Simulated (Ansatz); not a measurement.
The cluster B5P5, relaxed as a singlet with RKS r2SCAN-D4/def2-SVP in Ansatz, starting from the GFN2-xTB geometry. Force threshold 0.03 eV/Å.

The structure comes from a short search, and lower isomers may exist.

Start:

```csv
atom,x (Å),y (Å),z (Å)
B1,1.679,0.317,0.308
B2,-1.026,-0.513,-1.050
B3,1.038,-1.116,0.643
B4,1.092,0.354,-1.194
B5,-0.892,1.194,0.149
P6,0.604,-1.499,-1.205
P7,-0.584,1.219,-1.726
P8,0.470,1.194,1.522
P9,-2.032,-0.296,0.565
P10,-0.351,-0.854,1.987
```

Q: Estimate the energy that the relaxation releases and the steps that it takes.

A: 0.53 eV, in 8 steps; 29 s on 4 threads of Arm Neoverse V2 on a shared host. No frequencies were taken in this run, so the end may be a saddle point.

Q: Does the start keep its bonding?

A: Bonds formed: B3–P8 (atoms count from 1).

Q: Predict the relaxed structure.

A: 
Cartesian coordinates in Å:
```
B 1.820 0.243 0.226
B -0.951 -0.457 -1.050
B 0.952 -1.051 0.762
B 0.981 0.441 -1.178
B -0.902 1.163 0.083
P 0.676 -1.477 -1.147
P -0.661 1.313 -1.798
P 0.512 1.044 1.412
P -2.015 -0.318 0.562
P -0.412 -0.901 2.128
```
Bond lengths: 12 × B–P 1.90 to 2.24 Å; 3 × B–B 1.65 to 1.98 Å; 2 × P–P 2.27 to 2.32 Å.
